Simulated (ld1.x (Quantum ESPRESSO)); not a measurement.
## Plane-wave convergence, TM potential for Cr

chromium, norm-conserving Troullier–Martins (Kleinman–Bylander form), made with ld1.x (Quantum ESPRESSO) 7.5 (PBE, scalar-relativistic). Core [Ne], reference 3s2 3p6 3d6 4s0 4p0. Waves: 3s (bound): rc 1.10 bohr; 3d (bound): rc 1.45 bohr; 4f channel at 0.45 Ry: rc 1.40 bohr; 3p (bound): rc 1.40 bohr. Local part: the p channel. Core correction: none.

The pseudo-atom Hamiltonian at the reference potential is diagonalised in spherical Bessel functions j_l(qr) that vanish at 20 bohr, with q² up to the cutoff. All-electron valence levels (Ry): 3s -5.2753, 4s -0.2613, 3d -0.0979, 3p -3.1833, 4p -0.0624.

Question: How do the lowest levels (Ry) of each channel move with the cutoff, and are there ghosts?

Answer:

```tsv
cutoff (Ry)	s #1	s #2	s #3	d #1	f #1	p #1	p #2	Σ f·Δε (mRy)
8	-4.8103	-0.2301	0.0025	0.0412	0.0978	-1.3728	-0.0257	12627.6
15	-4.9734	-0.2543	-0.0012	0.0408	0.0978	-2.4144	-0.0454	6049.1
21	-4.9956	-0.2551	-0.0013	0.0403	0.0978	-2.8055	-0.0532	3655.4
30	-5.0880	-0.2578	-0.0017	0.0396	0.0978	-3.0926	-0.0600	1743.5
45	-5.2280	-0.2645	-0.0026	0.0342	0.0978	-3.1780	-0.0625	919.1
60	-5.2617	-0.2665	-0.0028	-0.0238	0.0978	-3.1828	-0.0627	474.7
80	-5.2632	-0.2666	-0.0029	-0.0850	0.0978	-3.1830	-0.0627	103.8
100	-5.2683	-0.2669	-0.0029	-0.0971	0.0978	-3.1832	-0.0628	19.4
140	-5.2747	-0.2673	-0.0030	-0.0978	0.0978	-3.1833	-0.0628	1.8
200	-5.2751	-0.2674	-0.0030	-0.0979	0.0978	-3.1833	-0.0628	0.6
260	-5.2753	-0.2674	-0.0030	-0.0979	0.0978	-3.1833	-0.0628	0.0
400	-5.2753	-0.2674	-0.0030	-0.0979	0.0978	-3.1833	-0.0628	0.0
```

Result: no extra level below or beside the all-electron valence levels (s, d, f, p tested); 10 mRy is reached at 120 Ry and 1 mRy at 200 Ry.
